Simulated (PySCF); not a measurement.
Compound: chloropyrazine, C₄H₃ClN₂.
Structure used (PBE0-D3(BJ)/def2-SVP), in Å, numbered top down from 1:
```xyz
10
C4H3ClN2 angstrom
Cl     3.6955   -1.9687   -0.1242
C      2.2048   -1.0954   -0.1961
C      2.2364    0.3080   -0.2151
N      1.1134    1.0053   -0.2680
C     -0.0301    0.3225   -0.3019
C     -0.0450   -1.0706   -0.2833
N      1.0825   -1.7777   -0.2298
H      3.1888    0.8465   -0.1866
H     -0.9613    0.8965   -0.3446
H     -0.9862   -1.6295   -0.3115
```

Method used: TDDFT B3LYP/def2-SVPD, vertical, gas phase, core orbitals frozen in the response (PySCF).

Ground-to-excited transition dipoles (e·a0, same axes as the geometry; the sign carries no meaning), for the states with f of 0.002 or more among the lowest 8:

| state | E (eV) | μx | μy | μz |
| --- | --- | --- | --- | --- |
| S1 | 4.098 | -0.008 | 0.003 | 0.215 |
| S3 | 5.011 | 0.892 | -0.007 | 0.035 |
| S5 | 5.935 | -0.558 | 0.889 | -0.035 |
| S8 | 6.809 | 0.233 | -0.405 | 0.014 |

(1) Work out the oscillator strengths.

(2) What is the point group, and which symmetry does each of these states have?

(3) What angle do the transition dipoles of S5 and S8 make?

(4) How is the summed strength of these states shared among x, y and z?

(5) What peak molar absorption coefficient would the strongest computed level give as a lone Gaussian band 0.3 eV wide at half height?

Answers

(1) f = (2/3) ΔE |μ|² with ΔE in hartree (27.2114 eV).

```csv
state,|μ|² (au),|μ| (D),f
S1,0.046,0.55,0.005
S3,0.797,2.27,0.098
S5,1.103,2.67,0.160
S8,0.218,1.19,0.036
```

(2) Cs. The ground state is totally symmetric, so the direction of μ fixes the label. Polarised normal to the mirror plane, so A″: S1. Polarised in the mirror plane, so A′: S3, S5 and S8.

(3) |cos θ| = |μa·μb| / (|μa| |μb|) = 1.00, so θ ≈ 2° (taken between 0 and 90°, since the signs are arbitrary).

(4) (2/3) Σ ΔE μα² gives 0.152 for x, 0.142 for y and 0.005 for z, 0.299 in all.

(5) ε(max) = 2.175×10⁸ f / FWHM, with the width in cm⁻¹. S5: 2.175×10⁸ × 0.1603 / 2420 ≈ 14000 L mol⁻¹ cm⁻¹.

The vertical ionisation energy (ΔSCF) is 9.82 eV, 3.01 eV above S8.
